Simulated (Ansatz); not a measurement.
The same ligand exchange along the group F, Cl, Br.

Program: Ansatz. Geometries: PBE0-D4/def2-TZVP. ΔE: electronic, gas phase. CCSD(T)/CBS is the MP2 limit (def2-TZVPP, def2-QZVPP) plus CCSD(T) − MP2 in def2-TZVPP, frozen cores. This one scheme is used for every species. DFT in def2-TZVPP. def2 core potentials past Kr. For Br, In outer-core shells are correlated without core-valence functions, which leaves a few kJ/mol of doubt a bond. Scalar relativity is left out up to krypton. Each species was taken in one conformer, which may not be the lowest.

```tsv
reaction	CCSD/CBS(def2) (kJ/mol)	PBE-D4 (kJ/mol)
`[OH][InH][F]` + `CNC` → `C[N](C)[InH][OH]` + H–F	48	55
`[OH][InH][Cl]` + `CNC` → `C[N](C)[InH][OH]` + HCl	113	114
`[OH][InH][Br]` + `CNC` → `C[N](C)[InH][OH]` + HBr	127	123
```

**Question.** Give the CCSD(T)/CBS values in the same order. (An estimate is asked.)

**Answer.** Ansatz gave: 44, 108, 121 kJ/mol.

Largest T1 diagnostic: 0.017, for `[OH][InH][F]`.
